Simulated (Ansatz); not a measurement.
Other settings, tried on `O=P(O)(O)CCCCc1ccc(-c2ccc(-c3cccs3)s2)s1`.

```yaml
crystal:
  periodic: [false, false, false]
  atoms:
    - {symbol: O, position_ang: [-6.556386, 0.761735, -3.149348]}
    - {symbol: P, position_ang: [-5.864847, 0.299263, -1.915042]}
    - {symbol: O, position_ang: [-6.627372, 0.694344, -0.527984]}
    - {symbol: O, position_ang: [-5.712373, -1.326932, -1.846214]}
    - {symbol: C, position_ang: [-4.196416, 0.899728, -1.593354]}
    - {symbol: C, position_ang: [-3.653801, 0.743003, -0.168827]}
    - {symbol: C, position_ang: [-3.505672, -0.699632, 0.307494]}
    - {symbol: C, position_ang: [-2.857932, -0.798604, 1.697393]}
    - {symbol: C, position_ang: [-1.486097, -0.206756, 1.780523]}
    - {symbol: C, position_ang: [-1.041589, 0.851662, 2.546115]}
    - {symbol: C, position_ang: [0.329710, 1.160792, 2.356172]}
    - {symbol: C, position_ang: [0.950395, 0.341221, 1.425495]}
    - {symbol: C, position_ang: [2.321988, 0.378009, 0.979050]}
    - {symbol: C, position_ang: [3.237121, 1.417011, 1.100473]}
    - {symbol: C, position_ang: [4.504399, 1.117297, 0.555970]}
    - {symbol: C, position_ang: [4.584605, -0.156170, 0.005695]}
    - {symbol: C, position_ang: [5.720098, -0.783710, -0.628383]}
    - {symbol: C, position_ang: [7.057451, -0.419000, -0.543592]}
    - {symbol: C, position_ang: [7.912531, -1.251600, -1.310924]}
    - {symbol: C, position_ang: [7.233421, -2.251573, -1.971477]}
    - {symbol: S, position_ang: [5.537956, -2.170191, -1.672781]}
    - {symbol: S, position_ang: [3.065167, -0.991904, 0.194981]}
    - {symbol: S, position_ang: [-0.191477, -0.818056, 0.789672]}
    - {symbol: H, position_ang: [-7.566611, 0.856907, -0.705457]}
    - {symbol: H, position_ang: [-6.245208, -1.718707, -2.555774]}
    - {symbol: H, position_ang: [-3.545199, 0.396070, -2.329920]}
    - {symbol: H, position_ang: [-4.226378, 1.965513, -1.879264]}
    - {symbol: H, position_ang: [-4.310183, 1.294171, 0.527719]}
    - {symbol: H, position_ang: [-2.668280, 1.239302, -0.128821]}
    - {symbol: H, position_ang: [-2.901494, -1.271815, -0.421669]}
    - {symbol: H, position_ang: [-4.488993, -1.196381, 0.340150]}
    - {symbol: H, position_ang: [-2.831850, -1.860142, 2.003502]}
    - {symbol: H, position_ang: [-3.488691, -0.277192, 2.438358]}
    - {symbol: H, position_ang: [-1.697116, 1.384541, 3.239483]}
    - {symbol: H, position_ang: [0.862505, 1.944803, 2.897892]}
    - {symbol: H, position_ang: [2.975626, 2.380263, 1.543528]}
    - {symbol: H, position_ang: [5.338108, 1.821937, 0.528156]}
    - {symbol: H, position_ang: [7.402894, 0.411767, 0.075574]}
    - {symbol: H, position_ang: [8.996162, -1.128014, -1.366528]}
    - {symbol: H, position_ang: [7.633803, -3.032956, -2.618035]}
basis:
  gaussian: {orbitals: pcseg-2, fitting: {mean_field: def2-universal-jkfit}, nuclear_model: gaussian}
hamiltonian: {xc: {name: rPW86-PBE}}
scf: {omitted_lower_state_checks: [starts]}
output: {forces: true}
```

```sh
$ ansatz run in.yaml --threads 2 --pin off --events-out ev --progress --plain --max-ram 32768MiB --backend cuda --devices 0, --max-vram 18GiB
```

Shortened log:

```
Functional definition: rPW86-PBE
2249 factors; integrals over basis functions are off by at most 1.0e0 eV
mean field evaluation 1: about -64808.6417 eV, gradient 2.1e2 eV
mean field evaluation 2: about -63881.5003 eV, gradient 6.1e2 eV
mean field evaluation 4: about -64861.6153 eV, gradient 1.3e2 eV
mean field evaluation 8: about -64906.7766 eV, gradient 2.7e0 eV
mean field evaluation 16: about -64906.8064 eV, gradient 5.6e-3 eV
mean field -64906.80638817 eV, -2385.2811393517 hartree, gradient 6.1e-5 eV, S^2 0.000000; 0 other end points of the search recorded, 0 dependent functions left out
reference -64906.80665173 eV, -2385.2811490375 hartree; 100, 100 occupied and 844, 844 virtual orbitals, 2249 factors
Total energy: -64906.80665173 eV, -2385.2811490375 hartree
Atom 0 at    -6.556386     0.761735    -3.149348 Å, force    -0.012933     0.015293    -0.031152 eV/Å
Atom 1 at    -5.864847     0.299263    -1.915042 Å, force    -0.146613    -0.021072    -0.064175 eV/Å
Atom 2 at    -6.627372     0.694344    -0.527984 Å, force    -0.049256     0.028534     0.043069 eV/Å
Atom 3 at    -5.712373    -1.326932    -1.846214 Å, force    -0.015554    -0.067952    -0.004796 eV/Å
Atom 4 at    -4.196416     0.899728    -1.593354 Å, force     0.293601     0.246193    -0.398206 eV/Å
Atom 5 at    -3.653801     0.743003    -0.168827 Å, force     0.075762     0.324549     0.236256 eV/Å
Atom 6 at    -3.505672    -0.699632     0.307494 Å, force    -0.114477    -0.336371    -0.203314 eV/Å
Atom 7 at    -2.857932    -0.798604     1.697393 Å, force    -0.114076    -0.158005     0.364913 eV/Å
Atom 8 at    -1.486097    -0.206756     1.780523 Å, force     0.022069     0.129807     0.122457 eV/Å
Atom 9 at    -1.041589     0.851662     2.546115 Å, force    -0.166615     0.018864     0.103441 eV/Å
Atom 10 at     0.329710     1.160792     2.356172 Å, force     0.133773     0.108463     0.064572 eV/Å
Atom 11 at     0.950395     0.341221     1.425495 Å, force     0.115151     0.158147     0.090356 eV/Å
Atom 12 at     2.321988     0.378009     0.979050 Å, force    -0.056396     0.173585     0.101973 eV/Å
Atom 13 at     3.237121     1.417011     1.100473 Å, force    -0.086269     0.132609     0.067993 eV/Å
Atom 14 at     4.504399     1.117297     0.555970 Å, force     0.150530     0.076443    -0.041460 eV/Å
Atom 15 at     4.584605    -0.156170     0.005695 Å, force     0.179885     0.119084     0.004061 eV/Å
Atom 16 at     5.720098    -0.783710    -0.628383 Å, force     0.033553     0.158253     0.102177 eV/Å
Atom 17 at     7.057451    -0.419000    -0.543592 Å, force     0.024095     0.123122     0.096980 eV/Å
Atom 18 at     7.912531    -1.251600    -1.310924 Å, force     0.212687    -0.041019    -0.044156 eV/Å
Atom 19 at     7.233421    -2.251573    -1.971477 Å, force     0.325543    -0.175910    -0.183870 eV/Å
Atom 20 at     5.537956    -2.170191    -1.672781 Å, force    -0.093744    -0.098323    -0.078057 eV/Å
Atom 21 at     3.065167    -0.991904     0.194981 Å, force    -0.029576    -0.106299    -0.005178 eV/Å
Atom 22 at    -0.191477    -0.818056     0.789672 Å, force     0.004319    -0.100837    -0.068213 eV/Å
Atom 23 at    -7.566611     0.856907    -0.705457 Å, force    -0.116788     0.027252     0.030601 eV/Å
Atom 24 at    -6.245208    -1.718707    -2.555774 Å, force    -0.044661    -0.098324    -0.067490 eV/Å
Atom 25 at    -3.545199     0.396070    -2.329920 Å, force    -0.116031     0.106564     0.155350 eV/Å
Atom 26 at    -4.226378     1.965513    -1.879264 Å, force     0.021899    -0.195337     0.066560 eV/Å
Atom 27 at    -4.310183     1.294171     0.527719 Å, force     0.152039    -0.101362    -0.126996 eV/Å
Atom 28 at    -2.668280     1.239302    -0.128821 Å, force    -0.199433    -0.077939    -0.015881 eV/Å
Atom 29 at    -2.901494    -1.271815    -0.421669 Å, force    -0.112726     0.110577     0.144701 eV/Å
Atom 30 at    -4.488993    -1.196381     0.340150 Å, force     0.192481     0.082969     0.008561 eV/Å
Atom 31 at    -2.831850    -1.860142     2.003502 Å, force    -0.025331     0.185534    -0.046207 eV/Å
Atom 32 at    -3.488691    -0.277192     2.438358 Å, force     0.080921    -0.099748    -0.121168 eV/Å
Atom 33 at    -1.697116     1.384541     3.239483 Å, force     0.147241    -0.107782    -0.146105 eV/Å
Atom 34 at     0.862505     1.944803     2.897892 Å, force    -0.129649    -0.167687    -0.111938 eV/Å
Atom 35 at     2.975626     2.380263     1.543528 Å, force     0.070872    -0.216621    -0.100611 eV/Å
Atom 36 at     5.338108     1.821937     0.528156 Å, force    -0.192190    -0.152155     0.013231 eV/Å
Atom 37 at     7.402894     0.411767     0.075574 Å, force    -0.064853    -0.201265    -0.153636 eV/Å
Atom 38 at     8.996162    -1.128014    -1.366528 Å, force    -0.246862    -0.025085     0.011669 eV/Å
Atom 39 at     7.633803    -3.032956    -2.618035 Å, force    -0.102386     0.223252     0.183688 eV/Å
Dipole moment:     0.100450     0.036670     0.395159 e Å
Checks for a lower state left out: starts
```

Hardware: 2 threads of AMD EPYC 7R13 on a shared host and a share (18 GiB) of an NVIDIA H100 80GB HBM3. Wall time 16 s.
